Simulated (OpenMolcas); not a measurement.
# S3+: effect of the IPEA shift

* Program: OpenMolcas
* Basis: ANO-RCC [8s7p5d4f2g]
* Scalar Hamiltonian: DKH2, point nucleus
* Active space: 1 electron in 9 orbitals (RAS2 3p; RAS3 3d 4s, at most 1 electron)
* State averaging: 2S+1 = 2 odd, 3 roots; 2S+1 = 2 even, 6 roots
* Spin-orbit coupling: RASSI with atomic mean-field integrals over the reference wave functions, term energies averaged over their components

Methods on the same reference wave functions:
A. RASSCF
B. SS-RASPT2, IPEA 0 Eh, imaginary shift 0.1 Eh (closed shells correlated: 2s 2p 3s)
C. SS-RASPT2, IPEA 0.25 Eh, imaginary shift 0.1 Eh (closed shells correlated: 2s 2p 3s)

Energies in cm-1 above 3s2 3p 2P* 1/2, the measured ground level; measured values from NIST levels in Podobedova, Kelleher and Wiese, J. Phys. Chem. Ref. Data 38, 171 (2009).

```tsv
Level	A	B	C	Measured
3s2 3p 2P* 1/2	0.0	0.0	0.0	0.0
3s2 3p 2P* 3/2	878	878	878	951
3s2 3d 2D 3/2	144702	136780	137170	152133
3s2 3d 2D 5/2	144726	136800	137190	152147
3s2 4s 2S 1/2	179915	181160	180710	181448
```

Deviations, from unrounded energies. A percentage is the sum of absolute deviations over the sum of measured energies, with the sign that they share, or ± where signs differ.

```
                  Against measurement  Levels     A     B     C
       mean absolute deviation (cm-1)       4  4100  7800  7700
fine structure of the ground term (%)       1  -7.7  -7.7  -7.7
             other configurations (%)       3  -3.4  -6.4  -6.3
```

A lies closest to measurement on these levels and B furthest from it. The largest miss of A in the table is 3s2 3d 2D 3/2, by -7400 cm-1. The ranking rests on the paired levels alone, and a cruder setting can come out closer through cancelling errors.

Between B and C the level of the table that moves most is 3s2 4s 2S 1/2, by 440 cm-1 (lowest in C, highest in B). Moves below CASPT2's spread within the term are not significant.

The mean deviations of B to C differ by less than CASPT2's widest spread within a term (300 cm-1), so their order carries little weight.

The lowest spin-free term lies below A's lowest term by 0.226 hartree in B, 0.222 hartree in C.

CASPT2 breaks the degeneracy within a term, and the mean is taken; among the terms shown or strongly mixed into the levels shown the widest spread is 300 cm-1 (3s2 3d 2D, C). Over all roots computed the reference weight is 0.91 to 0.97 in B; the roots of lowest weight are the least certain, and an intruder state may touch them. ANO sets are built for valence states and can reach diffuse excited orbitals poorly, and with the s shell closed the s pⁿ⁺¹ terms that mix with these levels are absent. With one active electron the reference holds no correlation, so core polarisation is missing (holds for A). With one active electron, CASPT2 adds the correlation within the correlated inactive shells and between them and that electron, and leaves the splitting within a term as the reference gives it (holds for B; C). Computed and measured levels are paired by configuration, term and J; levels that our copy of the source lacks, or whose pairing is in doubt (as where it misses far off the trend of its configuration), stay unpaired and out of the deviations. Only configurations of the active space appear.

* marks odd parity.
